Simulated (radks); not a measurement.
Values are calculated unless marked as measured or tabulated.
Species: the vanadium ion V3+. Configuration: [Ar] 4d2 (not the ground configuration).

Level of theory: scalar-relativistic Kohn-Sham, SCAN, spin-polarised, spherical densities, finite nucleus; open shells are filled with parallel spins first; meta-GGA in the generalised Kohn-Sham scheme; Fermi nuclear charge, rms radius 3.6002 fm (a radial shooting solver on a logarithmic mesh with Libxc functionals).

Energy parts (eV):
total: -25723.091
kinetic: 25966.817
electron-nucleus: -60128.169
Hartree: 9626.249
exchange-correlation: -1187.988

Orbitals (lengths in bohr, moments of r in powers of bohr; r(max) is where P^2 peaks):
| orbital | occ. | eigenvalue (eV) | r(max) |
|---|---|---|---|
| 1s up | 1 | -5445.241 | 0.04351 |
| 1s down | 1 | -5445.236 | 0.04351 |
| 2s up | 1 | -672.1882 | 0.2552 |
| 2s down | 1 | -671.9476 | 0.2552 |
| 2p up | 3 | -569.9724 | 0.2083 |
| 2p down | 3 | -569.7838 | 0.2083 |
| 3s up | 1 | -127.3758 | 0.8038 |
| 3s down | 1 | -127.1353 | 0.8047 |
| 3p up | 3 | -98.9574 | 0.8208 |
| 3p down | 3 | -98.7006 | 0.8220 |
| 4d up | 2 | -19.5044 | 2.911 |

The highest occupied level is 4d up at -19.504 eV. The density falls to 0.001 e/bohr^3 at r = 4.59 bohr. The spin density at the nucleus is 0.2014 e/bohr^3 (1s 0.0005, 2s -0.2058, 3s 0.4067). The electron density at the nucleus is 9939 e/bohr^3 (large components only). Summed over all electrons, <r^2> = 31.57 bohr^2, which gives a Langevin (diamagnetic) susceptibility term of -25 x 10^-6 cm^3/mol.
